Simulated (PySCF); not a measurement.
Computed shifts of a molecule C4H7BF2, PBE/pcSseg-1 in PySCF, GIAO, gas phase, atoms alike by connectivity averaged where their shifts nearly agree, in ppm (number of nuclei): ¹³C: 186.1 (1), 109.2 (1), 25.9 (1), 8.2 (1). ¹⁹F: -48.8 (1), -60.0 (1). ¹H: 5.19 (1), 2.29 (3), 0.76 (3). References: ¹³C against TMS (σ = 182.0 ppm); ¹¹B against BF3 (σ = 83.9 ppm); ¹⁹F against CFCl3 (σ = 133.6 ppm); ¹H against TMS (σ = 31.49 ppm), references at their B3LYP-D3(BJ)/def2-TZVP geometries, non-relativistic. Coordinates come from a B3LYP-D3(BJ)/def2-SVP optimisation. One conformer was computed; it need not be the lowest.

Which molecule gave these data?
(A) CB(F)C/C=C\F
(B) CB(F)/C=C(/C)F
(C) C=CCB(F)CF
(D) CB(/C=C\F)CF

B, CB(F)/C=C(/C)F
